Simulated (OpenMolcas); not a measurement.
Cu3+ among 4 point charges of -2.5 e arranged as a tetrahedron (Td), 1.77 Å from the ion.

```
Program             : OpenMolcas 26.06
Method              : SS-CASPT2, IPEA 0.25 Eh, imaginary shift 0.1 Eh (closed shells correlated: 3s 3p)
Basis               : ANO-RCC-VDZP [5s4p2d1f]
Scalar Hamiltonian  : DKH2, point nucleus
Active space        : 8 electrons in 5 orbitals (3d)
State averaging     : 2S+1 = 3 even, 10 roots; 2S+1 = 1 even, 15 roots
Spin-orbit coupling : RASSI with atomic mean-field integrals over the reference wave functions
```

What is the spin-free ground state (labels of Td)?

3T1, 3-fold in its orbital part, 100 % from free-ion F terms; it has the highest spin that d8 allows.

Where is the first state of the same spin?

3T2 at 1260 cm-1 above the ground state.

What are the lowest two levels with spin-orbit coupling?

A 1-fold level A1, then a 3-fold level T1 320 cm-1 above it. Their leading multiplicities are 3 (100 %) and 3 (100 %).

What is χT at 300 K, and how does it compare with the textbook value?

The lowest level has 2S+1 = 3, for which the spin-only value is χT = S(S+1) / 2 = 1.000 cm3 K/mol (g = 2). The computed 3.103 at 300 K differs by +2.103, through orbital momentum, spin-orbit coupling and any other state in reach. With a threefold ground state the orbital momentum is unquenched, so the spin-only value is not expected to hold.

Roots that are degenerate in the reference are averaged as groups; the widest CASPT2 spread within a group is 590 cm-1 (the 3-fold group of multiplicity 3 near 1260 cm-1 above the lowest state of its run). Shifts and gaps below about the spread of the groups concerned are not significant. An orbital triplet at a regular site is open to Jahn-Teller coupling, which can distort the site and quench the lowest spin-orbit gaps and is left out. The ground term spreads over less than 5000 cm-1, several times less than with real ligands, so orbital moments are less quenched and χT lies further from the spin-only value than at real sites. Free-ion shares, where given, are those of the reference states; single-state CASPT2 does not remix them. This is an electrostatic model: the charges have no orbitals. No measured value stands beside these numbers.
